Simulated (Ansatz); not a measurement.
C₁₆H₁₀⁻, that is dibenzo[a,e]pentalene with one electron more. The state is a doublet with charge -1. Geometry PBE-D4/def2-SVP; atoms count from 1.

| atom | x (Å) | y (Å) | z (Å) |
| --- | --- | --- | --- |
| C1 | -0.9168 | 0.9124 | -1.2375 |
| C2 | 0.1725 | 0.5759 | -0.4085 |
| C3 | -0.1725 | -0.5758 | 0.4086 |
| C4 | 0.9168 | -0.9124 | 1.2377 |
| C5 | 1.9786 | 0.0254 | 0.9596 |
| C6 | 3.2797 | 0.1619 | 1.4876 |
| C7 | 4.1219 | 1.1876 | 1.0254 |
| C8 | 3.6803 | 2.0918 | 0.0306 |
| C9 | 2.3866 | 1.9777 | -0.5131 |
| C10 | 1.5247 | 0.9615 | -0.0687 |
| C11 | -1.5248 | -0.9615 | 0.0688 |
| C12 | -2.3866 | -1.9776 | 0.5132 |
| C13 | -3.6803 | -2.0918 | -0.0306 |
| C14 | -4.1218 | -1.1877 | -1.0255 |
| C15 | -3.2796 | -0.1620 | -1.4878 |
| C16 | -1.9786 | -0.0254 | -0.9596 |
| H17 | -0.9784 | 1.7304 | -1.9699 |
| H18 | 0.9783 | -1.7303 | 1.9700 |
| H19 | 3.6359 | -0.5370 | 2.2641 |
| H20 | 5.1381 | 1.2893 | 1.4421 |
| H21 | 4.3543 | 2.8908 | -0.3206 |
| H22 | 2.0498 | 2.6866 | -1.2884 |
| H23 | -2.0498 | -2.6865 | 1.2885 |
| H24 | -4.3543 | -2.8907 | 0.3206 |
| H25 | -5.1380 | -1.2895 | -1.4422 |
| H26 | -3.6358 | 0.5369 | -2.2642 |

(1) Estimate the Mulliken populations from the PBE0/def2-SVP orbitals of Ansatz.

(2) Where does the spin sit?

(3) And the Mayer bond orders between bonded heavy atoms (over 0.3)?

Results:

(1) 
```tsv
atom	charge (e)	spin (α − β)
C1	-0.09	0.35
C2	-0.01	-0.02
C3	-0.01	-0.02
C4	-0.09	0.35
C5	-0.01	-0.03
C6	-0.07	0.06
C7	-0.05	-0.02
C8	-0.06	0.11
C9	-0.05	-0.06
C10	0.00	0.14
C11	0.00	0.14
C12	-0.05	-0.06
C13	-0.06	0.11
C14	-0.05	-0.02
C15	-0.07	0.06
C16	-0.01	-0.03
H17	-0.05	-0.02
H18	-0.05	-0.02
H19	-0.04	0.00
H20	-0.03	0.00
H21	-0.03	-0.01
H22	-0.03	0.00
H23	-0.03	0.00
H24	-0.03	-0.01
H25	-0.03	0.00
H26	-0.04	0.00
```
Mulliken values and Mayer orders depend strongly on the basis.

(2) Summed by element: C 1.05, H -0.05, of 1 unpaired in all. Largest on single atoms: C4 0.35, C1 0.35, C10 0.14.

(3) C1–C2 1.36 (1.41 Å); C1–C16 1.19 (1.44 Å); C2–C3 1.25 (1.45 Å); C2–C10 1.10 (1.45 Å); C3–C4 1.36 (1.41 Å); C3–C11 1.10 (1.45 Å); C4–C5 1.19 (1.44 Å); C5–C6 1.33 (1.41 Å); C5–C10 1.21 (1.46 Å); C6–C7 1.40 (1.41 Å); C7–C8 1.34 (1.42 Å); C8–C9 1.37 (1.41 Å); C9–C10 1.39 (1.40 Å); C11–C12 1.39 (1.40 Å); C11–C16 1.21 (1.46 Å); C12–C13 1.37 (1.41 Å); C13–C14 1.34 (1.42 Å); C14–C15 1.40 (1.41 Å); C15–C16 1.33 (1.41 Å).
